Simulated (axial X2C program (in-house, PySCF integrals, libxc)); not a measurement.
## Br or S: which binds elements of chip processing more strongly?

All values come from calculations with an in-house relativistic program for diatomic molecules, spin-free (one-electron X2C) or two-component (2c: spin–orbit coupling with atomic mean-field Coulomb and Gaunt terms, which also bring small scalar terms), in Dyall basis sets with cores contracted in-house; open shells are unrestricted.

Level PBE0, spin-free. Dyall triple-zeta sets: BBr v3z/cv3z; BS v3z/av3z; AlBr v3z/cv3z; AlS v3z/av3z; PBr v3z/cv3z; PS v3z/av3z; GeBr cv3z/cv3z; GeS cv3z/av3z; AsBr cv3z/cv3z; AsS cv3z/av3z; InBr cv3z/cv3z; InS cv3z/av3z; SnBr cv3z/cv3z; SnS cv3z/av3z; SbBr cv3z/cv3z; SbS cv3z/av3z.

Diatomic bonds are a first guide to the radicals met in plasma etching, cleaning and deposition, though surfaces and higher halides or oxides behave in their own way.

```csv
element M,state of MBr,Re MBr (Å),D0 MBr (eV),state of MS,Re MS (Å),D0 MS (eV)
B,"M_S = 0, Λ = 0",1.889,4.52,"M_S = 1/2, Λ = 0",1.610,5.85
Al,"M_S = 0, Λ = 0",2.317,4.53,"M_S = 1/2, Λ = 0",2.039,4.10
P,"M_S = 1, Λ = 0",2.177,2.98,"M_S = 1/2, Λ = 1",1.901,4.30
Ge,"M_S = 1/2, Λ = 1",2.321,3.60,"M_S = 0, Λ = 0",2.011,5.55
As,"M_S = 1, Λ = 0",2.294,2.82,"M_S = 1/2, Λ = 1",2.012,3.83
In,"M_S = 0, Λ = 0",2.560,4.14,"M_S = 1/2, Λ = 0",2.275,3.22
Sn,"M_S = 1/2, Λ = 1",2.515,3.49,"M_S = 0, Λ = 0",2.207,4.92
Sb,"M_S = 1, Λ = 0",2.487,2.81,"M_S = 1/2, Λ = 1",2.208,3.44
```

(1) Work out the energy at 0 K of MBr + S → MS + Br for each element.

(2) For which element is the exchange to S most and for which least favourable, and what is the energy of GeBr + InS → GeS + InBr?

Each entry is the lowest single determinant of a limited PBE0 search at one distance. D0 = De minus the zero-point energy; De goes to single-determinant-based atoms at the same level (for ions the charge split of lowest energy) and is withheld (n/a) where an atom does not fit its ground term or J level. Main or longest-lived isotopes. One determinant is a doubtful description, or other states lie close, for PBr, PS, AsBr, AsS, InS, SbBr, SbS; these need not be ground states, and all values refer to the states named. The functionals have no current term, which raises determinants with orbital currents. Spin-free values lack the spin–orbit lowering of the atoms, a third of the ²P splitting for halogens (0.036 eV for Cl, 0.152 eV for Br from NIST levels). These D0 were not checked against measured values; triple-zeta sets, frozen cores and single determinants leave errors of some tenths of an eV, more for transition metals.

## Answers

(1) ΔE = D0(MBr) − D0(MS) at PBE0, spin-free: B -1.33, Al 0.43, P -1.32, Ge -1.95, As -1.01, In 0.92, Sn -1.43, Sb -0.63 eV (negative: the exchange gives off energy).

(2) Ge most (-1.95 eV), In least (0.92 eV). The atoms cancel in the double exchange: ΔE = -1.95 − (0.92) = -2.87 eV, a figure less sensitive to errors in the atoms than D0 itself.
